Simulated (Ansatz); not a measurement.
CH5Si (SMILES C[SiH2]) moved off its minimum; all values from Ansatz (an electronic-structure program), cores frozen in correlated methods. Open shells are unrestricted.
(charge 0, multiplicity 2)
```xyz
7

C     -1.1436    -0.1446     0.1338
Si     0.6987     0.0872    -0.1837
H     -1.6992     0.5856    -0.4282
H     -1.5028    -1.1691    -0.2389
H     -1.3500     0.0523     1.2145
H      1.1650     1.3501     0.1890
H      1.3927    -0.8845     0.5205
```

Q: Give the forces (eV/Å), the total energy and the dipole at CCSD(T)/cc-pV(T+d)Z.

A: 
| atom | Fx | Fy | Fz |
|---|---|---|---|
| C1 | -0.288 | -1.017 | 0.020 |
| Si2 | -1.641 | -0.446 | -1.421 |
| H3 | -0.354 | 0.412 | -0.281 |
| H4 | 0.505 | 1.352 | 0.913 |
| H5 | -0.024 | -0.535 | -0.715 |
| H6 | 0.564 | 1.770 | 0.465 |
| H7 | 1.238 | -1.536 | 1.019 |
Energy -330.0310 hartree, dipole 0.65 D.
